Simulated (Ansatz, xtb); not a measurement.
**Two isomers of C5H8OSi**

We compare I, `CC1=C[Si@@H](O)C=C1`, a singlet, with II, `C[Si]1(O)C=CC=C1`, a singlet. Both are isolated molecules in the gas phase, relaxed with r2SCAN-D4/def2-SVP; the shapes shown needn't be the lowest conformers.

I (Å):

```yaml
atoms:
  - { symbol: C, position_ang: [-0.9169, -2.6137, 0.4333] }
  - { symbol: C, position_ang: [-0.9999, -1.2193, 0.9705] }
  - { symbol: C, position_ang: [-1.3630, -0.8637, 2.2301] }
  - { symbol: C, position_ang: [-0.7454, 1.1696, 0.5486] }
  - { symbol: C, position_ang: [-0.6610, -0.0849, 0.0527] }
  - { symbol: O, position_ang: [-0.4324, 1.7150, 3.5116] }
  - { symbol: Si, position_ang: [-1.3631, 1.0057, 2.3183] }
  - { symbol: H, position_ang: [-1.1644, -3.3637, 1.1972] }
  - { symbol: H, position_ang: [0.0968, -2.8231, 0.0483] }
  - { symbol: H, position_ang: [-1.6040, -2.7440, -0.4211] }
  - { symbol: H, position_ang: [-1.6400, -1.6155, 2.9752] }
  - { symbol: H, position_ang: [-2.7130, 1.6017, 2.5179] }
  - { symbol: H, position_ang: [0.4850, 1.4195, 3.5520] }
  - { symbol: H, position_ang: [-0.5228, 2.0498, -0.0612] }
  - { symbol: H, position_ang: [-0.3642, -0.3155, -0.9804] }
```

II (Å):

```xyz
15

C    -0.8769    0.1377    3.3707
C    -2.1754   -0.0809    0.5120
C    -1.3848    0.1453   -0.5633
C     0.0303   -0.3057   -0.4653
C     0.4039   -0.9029    0.6907
O    -1.6122   -2.3874    2.3674
Si   -1.0967   -0.8869    1.8299
H    -1.8275    0.2135    3.9223
H    -0.1337   -0.3256    4.0392
H    -0.5360    1.1552    3.1250
H    -1.7726   -3.0412    1.6765
H    -3.2253    0.2260    0.5284
H    -1.7276    0.6394   -1.4820
H     0.7069   -0.1365   -1.3134
H     1.4267   -1.2566    0.8506
```

Task: Estimate E(II) − E(I) at the level CCSD(T)/def2-SVP + ΔMP2/def2-TZVPP.

Result: Calculated at CCSD(T)/def2-SVP + ΔMP2/def2-TZVPP: E(II) − E(I) = −0.316 eV, so structure II lies lower.

How the difference moves with the method:

```
                             level            geometry  E(II) − E(I) (eV)  departure from the last row (eV)  job, with rough time for the two
                          GFN2-xTB            GFN2-xTB              +0.490                            +0.806              optimisation, 0.33 s
                         HF/STO-3G            GFN2-xTB              −0.357                            −0.042                 single point, 1 s
      r2SCAN-D4/def2-SVP//GFN2-xTB            GFN2-xTB              −0.295                            +0.021               single point, 6.6 s
                r2SCAN-D4/def2-SVP  r2SCAN-D4/def2-SVP              −0.285                            +0.031                optimisation, 56 s
                       HF/def2-SVP  r2SCAN-D4/def2-SVP              −0.238                            +0.078           part of the CCSD(T) run
                      MP2/def2-SVP  r2SCAN-D4/def2-SVP              −0.229                            +0.086           part of the CCSD(T) run
                  CCSD(T)/def2-SVP  r2SCAN-D4/def2-SVP              −0.218                            +0.098                      single point
CCSD(T)/def2-SVP + ΔMP2/def2-TZVPP  r2SCAN-D4/def2-SVP              −0.316                                               single point, 1.8 min
```

As drawn, II has 1 C–Si, 1 C–H in place of 1 C–C, 1 Si–H.

GFN2-xTB puts the two in the other order. The largest departure from CCSD(T)/def2-SVP + ΔMP2/def2-TZVPP is that of GFN2-xTB, 0.806 eV. The last row adds to CCSD(T) the change of the MP2 difference between the two basis sets, here −0.098 eV.

With thermal terms from frequencies at re-optimised GFN2-xTB minima (ideal gas, soft modes damped towards free rotors, one conformer each, 298.15 K, 1 atm): on the last row, ΔE + ΔZPE = −0.271, ΔH = −0.265, ΔG = −0.285 eV.

The correlated steps freeze 11 core orbitals. Mirror images aren't counted in ΔG. Programs: Ansatz 0.2.0, xtb 6.7.1; the last row on 2 threads of Intel(R) Xeon(R) Processor @ 2.70GHz on a shared host.
